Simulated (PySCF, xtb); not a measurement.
Al(I)(Me)(OH) (CH₄AlIO), SMILES [I][Al]([OH])[CH3].

xtb with GFN2-xTB at its own geometry gives an orbital gap of 4.32 eV and a dipole moment of 5.64 D.

Coordinates come from a B3LYP-D3(BJ)/def2-SVP optimisation. The def2 effective core potentials stand for the cores of I; spin–orbit coupling is left out. Other conformers were not sampled.

### Question
What does PBE/def2-TZVP (PySCF) give? (Estimate from the structure and the level; the computed values follow.)

### Answer
gap 5.12 eV (levels -6.48 and -1.36 eV), dipole 0.77 D.
